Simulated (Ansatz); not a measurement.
Born–Oppenheimer molecular dynamics of CH$_{8}$N$_{2}$Si (12 atoms, charge 0, multiplicity 1). It starts from a relaxed structure.

The calculation used Ansatz, RKS revPBE/6-31G*.

| Property | Result |
| --- | --- |
| ensemble | NVT, Langevin thermostat |
| time step | 0.5 fs |
| steps asked | 150 |
| set temperature | 500 K |
| friction | 0.05 /fs |
| seed | 631816 |

First frame:

```xyz
12
Properties=species:S:1:pos:R:3
Si -0.047 -0.036 0.104
N -0.091 -0.230 1.845
H -0.993 -0.186 2.322
H 0.624 0.251 2.393
H 1.439 0.048 -0.175
C -0.864 1.501 -0.663
H -1.944 1.544 -0.436
H -0.397 2.425 -0.276
H -0.750 1.514 -1.764
N -0.923 -1.411 -0.538
H -0.584 -2.343 -0.293
H -1.212 -1.387 -1.518
```

Problem. How far do the bonds stretch over the last three quarters of this one trajectory? (Pairs bonded in most of those frames.)

Solution. 
```json
{"bond": "Si1–N2", "mean (Å)": "1.757", "spread (Å)": "0.046", "shortest": "1.67", "longest": "1.83"}
{"bond": "Si1–H5", "mean (Å)": "1.511", "spread (Å)": "0.022", "shortest": "1.47", "longest": "1.56"}
{"bond": "Si1–C6", "mean (Å)": "1.930", "spread (Å)": "0.034", "shortest": "1.85", "longest": "1.99"}
{"bond": "Si1–N10", "mean (Å)": "1.755", "spread (Å)": "0.015", "shortest": "1.73", "longest": "1.80"}
{"bond": "N2–H3", "mean (Å)": "1.027", "spread (Å)": "0.044", "shortest": "0.94", "longest": "1.12"}
{"bond": "N2–H4", "mean (Å)": "1.023", "spread (Å)": "0.032", "shortest": "0.94", "longest": "1.11"}
{"bond": "C6–H7", "mean (Å)": "1.120", "spread (Å)": "0.044", "shortest": "1.03", "longest": "1.21"}
{"bond": "C6–H8", "mean (Å)": "1.107", "spread (Å)": "0.022", "shortest": "1.07", "longest": "1.15"}
{"bond": "C6–H9", "mean (Å)": "1.112", "spread (Å)": "0.041", "shortest": "1.03", "longest": "1.20"}
{"bond": "N10–H11", "mean (Å)": "1.029", "spread (Å)": "0.029", "shortest": "0.97", "longest": "1.08"}
{"bond": "N10–H12", "mean (Å)": "1.025", "spread (Å)": "0.019", "shortest": "0.99", "longest": "1.07"}
```

Mean temperature of the second half: 383 K. The mean temperature of the second half is 23 % below the set value. A run of 0.075 ps of so small a system gives no equilibrium averages.

Run time: 7.3 min on 1 thread of Arm Neoverse V2, with other jobs on the host, peak memory 0.11 GiB.
